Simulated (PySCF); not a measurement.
Radial density of I (iodine, neutral)

r2SCAN0, [Kr] 4d10 5s1 5p6, 2S determinant (an excited configuration). Calculation: PySCF 2.14, in aug-cc-pVQZ-PP with ECP28MDF; a scalar-relativistic core potential. This is the valence pseudo-density: the core potential removes the inner electrons and smooths the orbitals near the nucleus.

```tsv
r (bohr)	4πr²ρ (e/bohr)	4πr²(ρα − ρβ)
0.00207	1.327e-05	0.0000
0.00348	3.601e-05	0.0000
0.00586	9.192e-05	0.0000
0.00986	0.0002124	0.0000
0.0166	0.0004430	0.0001
0.0279	0.0007778	0.0001
0.0469	0.001248	0.0001
0.0789	0.003196	0.0001
0.133	0.02262	0.0002
0.223	0.2858	0.0023
0.375	4.604	0.0578
0.632	25.57	0.1672
1.06	14.73	0.1218
1.79	4.655	0.8378
3.01	1.836	0.0914
5.06	0.1246	-0.0204
8.50	0.0007308	-0.0003
```

Energies and moments cover only the electrons outside the core potential.

Where is the radial spin density 4πr²(ρα − ρβ) most negative, and why is it negative at all?

Around r = 5.06 bohr, down to -0.0204 e/bohr: exchange with the open shell polarises the paired shells in an unrestricted calculation.
